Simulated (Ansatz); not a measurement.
Relative stability

The two ends of one reaction step of CH7BrGe, singlet (PBE0-D4/def2-TZVP).

A:

Ge1  (-0.487, -0.832, -0.617)
Br2  (1.692, -1.260, -1.293)
H3  (-1.390, -1.368, -1.737)
H4  (-0.695, -1.628, 0.680)
C5  (-0.660, 1.084, -0.363)
H6  (1.953, -0.296, 1.814)
H7  (1.668, -0.044, 2.458)
H8  (-0.444, 1.601, -1.297)
H9  (-1.678, 1.324, -0.048)
H10  (0.039, 1.419, 0.402)
(Å)

B:

Ge1  (-0.723, -0.785, 0.527)
Br2  (3.288, 0.333, -0.680)
H3  (-1.582, -1.806, -0.238)
H4  (-1.265, -0.637, 1.958)
C5  (-0.677, 0.932, -0.393)
H6  (2.257, -0.461, -0.094)
H7  (0.707, -1.370, 0.633)
H8  (-0.271, 0.813, -1.398)
H9  (-1.684, 1.343, -0.467)
H10  (-0.050, 1.638, 0.152)
(Å)

Program: Ansatz 0.2.0. Basis: def2-TZVPP. Cores are frozen in the correlated methods. Filled d shells of the heavier atoms are correlated. The def2 sets are not built for correlating such inner shells, so the correlated values are less sure here. B3LYP uses VWN-RPA correlation.

Problem. Which structure is lower at CCSD(T), and by how much? (To be estimated.)

Solution. The calculation gives: A, by 0.639 eV (electronic energy, against the other). By their contacts, A is a complex of CH₅BrGe ([CH3][GeH2][Br]) + H₂ and B is a complex of CH₆Ge ([CH3][GeH3]) + HBr.

All methods give the same order:

```
      method  E(B) − E(A) (eV)
       SPW92             0.516
      PBE-D4             0.654
     BLYP-D4             0.665
   r2SCAN-D4             0.698
      B97M-V             0.593
     PBE0-D4             0.669
    B3LYP-D4             0.669
  r2SCAN0-D4             0.703
    BHLYP-D4             0.697
CAM-B3LYP-D4             0.614
     wB97X-V             0.676
     wB97M-V             0.685
      B2PLYP             0.667
    PBE-QIDH             0.696
  RPA on PBE             0.612
          HF             0.702
         MP2             0.730
        CCSD             0.625
     CCSD(T)             0.639
```

The T1 diagnostic stays at or below 0.009.

Labels in which every atom is bracketed show which atoms are joined, not bond orders.

For scale, one of the runs: CCSD(T)/def2-TZVPP, 225 basis functions, launched by `ansatz run in.yaml --threads 8 --pin off --events-out ev --progress --plain --max-ram 19148MiB`. Hardware: 8 CPU threads of an Intel Xeon 6975P-C, shared host. Wall time 22 s; peak host memory 4.2 GiB.
